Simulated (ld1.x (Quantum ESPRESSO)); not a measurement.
## Transferability test, TM potential for Pm

Pm, norm-conserving Troullier–Martins (Kleinman–Bylander form), made with ld1.x (Quantum ESPRESSO) 7.5 (PBE, fully relativistic). Core [Xe], reference 4f5 5d0 6s1.5 6p0 (charge +0.5). Waves: 6s (bound): rc 3.70 bohr; 6p (bound, empty): rc 4.20 bohr; 5d (bound, empty): rc 2.30 bohr; 4f (bound): rc 1.15 bohr. Local part: all-electron potential smoothed inside 1.75 bohr (lloc = -2). Core correction: Bessel-smoothed model core inside 1.15 bohr.

Open shells are filled in proportion to 2j + 1 (rel_dist='average').

Energies are relative to the spin-unpolarised reference configuration 4f5 5d0 6s1.5 6p0; without spin polarisation the order of configurations can differ from experiment. Not all tests gave a result: 3 of 7 tests not solved or not reliable. Left out of the table: 4f5 5d0 6s0 6p2 (solver errors, printed error -25 meV); 4f4 5d1 6s1 6p0 (solver errors, printed error -3.6 eV); 4f3 5d0 6s0 6p0 (solver errors, printed error -7.4 eV).

| valence configuration | charge | ΔE all-electron (eV) | error AE − PS (meV) |
| --- | --- | --- | --- |
| 4f5 5d0 6s2 6p0 | 0 | -2.341 | -0.7 |
| 4f5 5d0 6s0 6p0 | +2 | 14.473 | -41 |
| 4f4 5d0 6s0 6p0 | +3 | 37.608 | -1589 |

Q: What are ΔE and the potential's error for 4f5 5d0 6s1 6p0?

A: ΔE = 3.533 eV all-electron; the error (AE − PS) is -1.9 meV.

Levels in the configuration 4f5 5d0 6s0 6p0:

```csv
level,all-electron (eV),pseudo (eV)
4f j=5/2,-15.445,-15.474
4f j=7/2,-14.971,-15.004
```

These tests converged, but a pseudo level misses the all-electron one widely, so the file describes the atom poorly there or has found another state: 4f5 5d0 6s0 6p0: empty 6p by 2.2 eV (a node warning on the way); 4f4 5d0 6s0 6p0: 4f by 3.4 eV (a node warning on the way).

Note: ghost states, extra bound levels that the all-electron valence spectrum of the same l lacks: s at -45.8 eV, p3/2 at -17.4 eV, p1/2 at -14.9 eV. A true bound ghost makes a file unfit for plane-wave use.
